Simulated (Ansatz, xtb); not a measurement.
# Isomers of C5H6O3S in order of energy

4 gas-phase structures of C5H6O3S, from a drawn sample of its isomers (lower ones may exist). Each was relaxed with GFN2-xTB; where two conformers were screened, the lower at r2SCAN-D4/def2-SVP is listed:

A. `O=C1COCS/C1=C/O`, a singlet
B. `O=C1COCS/C1=C\O`, a singlet
C. `O=CC1=C(O)COCS1`, a singlet
D. `O=C[C@@H]1SCOCC1=O`, a singlet

Question: Estimate their order in r2SCAN-D4/def2-SVP energy at these geometries, lowest first.

Answer: Calculated order at r2SCAN-D4/def2-SVP: C (0.0), A (0.2), B (6.9), D (9.4) kcal/mol. Less than 1 kcal/mol parts C and A, so the order within that pair means little.

Energies above the lowest of each column, in kcal/mol; the last columns are at B3LYP-D3(BJ)/def2-SVP geometries:

```csv
structure,GFN2-xTB,HF/STO-3G,r2SCAN-D4/def2-SVP,B3LYP-D3(BJ)/def2-SVP,CCSD(T)/def2-SVP + ΔMP2/def2-TZVPP
C,0.5,0.0,0.0,0.0,0.0
A,0.0,2.4,0.2,0.2,0.5
B,4.0,7.7,6.9,6.7,4.9
D,10.0,3.3,9.4,6.9,3.6
```

CCSD(T)/def2-SVP + ΔMP2/def2-TZVPP has A and C within 1 kcal/mol of each other at the bottom, and every level picks one of them. CCSD(T)/def2-SVP + ΔMP2/def2-TZVPP orders those it was run on as C (0.0), A (0.5), D (3.6), B (4.9) kcal/mol. Less than 1 kcal/mol parts C and A, so the order within that pair means little. Flexible structures stand in one conformer each, not always the lowest. The ΔMP2 step shifts differences by up to 3.1 kcal/mol, which makes them less sure. ΔMP2 is the change of the MP2 energy from the smaller to the larger basis.

Over these structures GFN2-xTB departs from r2SCAN-D4/def2-SVP by 1.2 kcal/mol on average once a common shift is removed. A GFN2-xTB relaxation took about 0.12 s and the r2SCAN-D4/def2-SVP energy about 5.7 s on a shared host (Ansatz 0.2.0, xtb 6.7.1).
